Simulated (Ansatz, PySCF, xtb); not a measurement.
Noncovalent pair: NH3 (SMILES N) (first 4 atoms) with PH3 (SMILES P); geometry from B3LYP-D3(BJ)/def2-TZVP, rigid monomers moved along the line of their centres of mass till N1···P5 is 4.51 Å.
(charge 0, multiplicity 1):
```xyz
8

N     -0.0643    -0.1165     0.0765
H     -0.9063    -0.6806     0.0766
H     -0.3421     0.8358    -0.1314
H      0.5202    -0.4387    -0.6864
P     -0.0631     0.6569     4.5222
H      1.1824     1.1570     4.0744
H      0.2959     0.7292     5.8976
H      0.3245    -0.6980     4.3953
```

Monomers are frozen at their geometry in the pair; levels with a basis set take the counterpoise correction.

Frozen-core correlation. CBS: X⁻³ extrapolation of the correlation energy, Hartree–Fock from the larger set.

Run with Ansatz (a first-principles code); PySCF for the dispersion terms; xtb for the GFN methods. Values without a source in brackets are computed.

```
level                                          interaction energy (meV)
---------------------------------------------  ------------------------
GFN-FF                                                            -23.5
PBE-D3(BJ)/def2-TZVPPD                                            -30.9
PBE-D4/def2-TZVPPD                                                -31.7
r2SCAN/def2-TZVPPD                                                -20.6
B3LYP/def2-TZVPPD                                                     …
B3LYP-D3(BJ)/def2-TZVPPD                                          -23.9
SCS-MP2/aug-cc-pV(T+d)Z                                           -24.0
CCSD/aug-cc-pV(T+d)Z                                              -24.5
CCSD(T)/CBS(aug-cc-pV(D+d)Z, aug-cc-pV(T+d)Z)                         …
```

Complete the blanks.


- B3LYP/def2-TZVPPD, interaction energy (meV): -11.3
- CCSD(T)/CBS(aug-cc-pV(D+d)Z, aug-cc-pV(T+d)Z), interaction energy (meV): -26.6
